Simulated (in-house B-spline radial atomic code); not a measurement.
**Ionising the calcium ion Ca⁺ with different functionals**

Computed with an all-electron radial atomic-structure program (B-spline basis): non-relativistic Hamiltonian, point nucleus, spin-polarised at highest spin, spherical fractional occupations for the functionals, the average over the highest-spin determinants for Hartree-Fock. The ionisation energy is the difference of two self-consistent energies, [Ar] 4s1 → [Ne] 3s2 3p6, without Breit or QED terms; ε is the level of the shell that loses the electron (its least bound occupied spin orbital).

```csv
method,rung,ΔSCF (eV),-ε(4s) (eV)
Hartree-Fock,Hartree-Fock,11.31,11.34
HF fractional,Hartree-Fock,11.31,11.34
LDA VWN5,LDA,12.11,9.46
LDA PW92,LDA,12.11,9.46
LDA exchange-only,LDA,11.47,8.87
PBE,GGA,11.99,9.30
PBEsol,GGA,11.89,9.32
BLYP,GGA,12.06,9.24
RPBE,GGA,11.93,9.24
PW91,GGA,12.03,9.36
BP86,GGA,12.00,9.47
AM05,GGA,11.87,9.31
OLYP,GGA,11.82,9.07
TPSS,meta-GGA,11.71,9.21
SCAN,meta-GGA,11.71,9.42
r2SCAN,meta-GGA,11.67,9.40
revTPSS,meta-GGA,11.65,9.22
PBE0,global hybrid,11.87,9.91
B3LYP,global hybrid,12.10,9.86
TPSSh,global hybrid,11.69,9.45
M06-2X,global hybrid,11.83,10.81
BHandHLYP,global hybrid,11.89,10.45
r2SCAN0,global hybrid,11.70,9.99
B97-1,global hybrid,11.65,9.60
HSE06,range-separated hybrid,11.89,9.58
wB97X,range-separated hybrid,11.41,11.41
CAM-B3LYP,range-separated hybrid,12.04,10.93
LC-wPBE,range-separated hybrid,11.68,11.73
```

(1) Among the functionals, which spreads more, the ΔSCF values or the orbital energies?

(2) How do they compare with the NIST value?

Answers

(1) The orbital energies: ΔSCF values span about 0.70 eV and the orbital energies 2.87 eV; here energy differences depend much less on the functional than eigenvalues do.

(2) NIST lists 11.872 eV (measured, ground level to ground level). Errors run from -0.56 to +0.24 eV; AM05 is closest (+0.00 eV), but part of that can be cancellation, since the calculations leave out relativity, Breit-QED terms. Hartree-Fock also lacks correlation.
